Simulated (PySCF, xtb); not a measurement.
Sb(H)(TeH)2 (H3SbTe2), SMILES [TeH][SbH][TeH].

GFN2-xTB (xtb) at its own geometry gives an orbital gap of 3.31 eV and a dipole moment of 2.35 D.

Coordinates come from a PBE0-D3(BJ)/def2-SVP optimisation. The structure was generated by enumeration; whether it is a known compound was not checked. The def2 effective core potentials stand for the cores of Sb, Te; spin–orbit coupling is left out.

Task: What does PySCF with M06-2X/def2-TZVP give? (Estimate from the structure and the level; the computed values follow.)

Result: gap 6.10 eV (levels -7.33 and -1.23 eV), dipole 1.15 D.
